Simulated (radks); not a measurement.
Results of a calculation; reference values are marked as such.
Q: Pm V, 57 electrons, occupied as [Kr] 4d10 4f3.5 5s2 5p5.5 (fractional occupations, a model configuration). Code: a radial shooting solver on a logarithmic mesh with Libxc functionals. Model: Dirac Kohn-Sham, BLYP, spin-unpolarised, spherical densities, finite nucleus; open shells fill j = l - 1/2 first; Fermi nuclear charge, rms radius 4.962 fm. Some entries of the table are withheld. Estimate them.

orbital  occ.  eigenvalue (eV)  r(max) (bohr)  <r> (bohr)
1s1/2       2        -45027.95        0.01479         (1)
2s1/2       2        -7358.634        0.08396     0.09846
2p1/2       2        -6971.738        0.06370     0.08244
2p3/2       4        -6411.359        0.06924     0.08896
3s1/2       2        -1643.501         0.2389      0.2602
3p1/2       2        -1477.511         0.2258      0.2498
3p3/2       4        -1364.877         0.2376      0.2624
3d3/2       4        -1076.068         0.1898      0.2339
3d5/2       6        -1051.664         0.1932      0.2379
4s1/2       2        -365.5240         0.5517      0.5914
4p1/2       2        -302.2672         0.5581      0.6061
4p3/2       4        -277.4435         0.5832      0.6342
4d3/2       4        -173.2127            (2)      0.6768
4d5/2       6        -168.7626            (3)      0.6867
5s1/2       2         -83.6424          1.261       1.379
5p1/2       2         -65.4131          1.362       1.516
5p3/2     3.5         -61.4426          1.427       1.587
4f5/2     3.5         -48.3316         0.6176         (4)
4f7/2       0         -47.7686         0.6220         (5)

A: 
(1) 1s1/2 <r> (bohr): 0.02318
(2) 4d3/2 r(max) (bohr): 0.5960
(3) 4d5/2 r(max) (bohr): 0.6042
(4) 4f5/2 <r> (bohr): 0.8893
(5) 4f7/2 <r> (bohr): 0.8972
